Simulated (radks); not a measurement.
Results of a calculation; reference values are marked as such.
How relativity changes the ionisation of the hafnium ion Hf+ ([Xe] 4f14 5d1 6s2) to Hf2+ ([Xe] 4f14 5d2). Spin-unpolarised spherical Kohn-Sham, PBE, point nucleus unless stated (finite: rms radius 5.347 fm), a radial shooting solver on a logarithmic mesh with Libxc functionals. A level marked "c x" has the speed of light scaled by that factor and shares open shells by 2j + 1; other Dirac levels either fill j = l - 1/2 first or share by 2j + 1.

level                               E(Hf+) (hartree)  E(Hf2+) (hartree)  IE (eV)   HOMO  <r> HOMO (bohr)
non-rel.                                 -14324.6879        -14324.2421   12.131     6s            3.350
scalar-rel.                              -15077.9783        -15077.4028   15.658     5d            2.170
scalar-rel., finite nucleus              -15075.9222        -15075.3470   15.651     5d            2.170
Dirac, 2j+1 shares                       -15097.4458        -15096.8704   15.660  5d5/2            2.203
Dirac, low j first                       -15097.4583        -15096.8957   15.309  5d3/2            2.134
Dirac, 2j+1 shares, finite nucleus       -15095.3722        -15094.7970   15.653  5d5/2            2.202
Dirac, c x 0.75                          -15911.6028        -15910.8892   19.419  5d5/2            2.322
Dirac, c x 1.5                           -14640.3329        -14639.8340   13.575  6s1/2            3.252
Dirac, c x 3                             -14400.0974        -14399.6388   12.477  6s1/2            3.326

NIST Atomic Spectra Database: 14.61 eV (theoretical). The relativistic part of the total energy of Hf+ is -770.7 hartree (Dirac, 2j+1 shares, finite nucleus), 5.4 % of the non-relativistic value. Spin polarisation and multiplet splitting of open shells are left out at every level.

Beside tabulated values, note that relativity, absent from the non-relativistic runs, is large for the heavy elements, and spin-unpolarised runs miss the spin-polarisation part of the exchange energy of open shells.
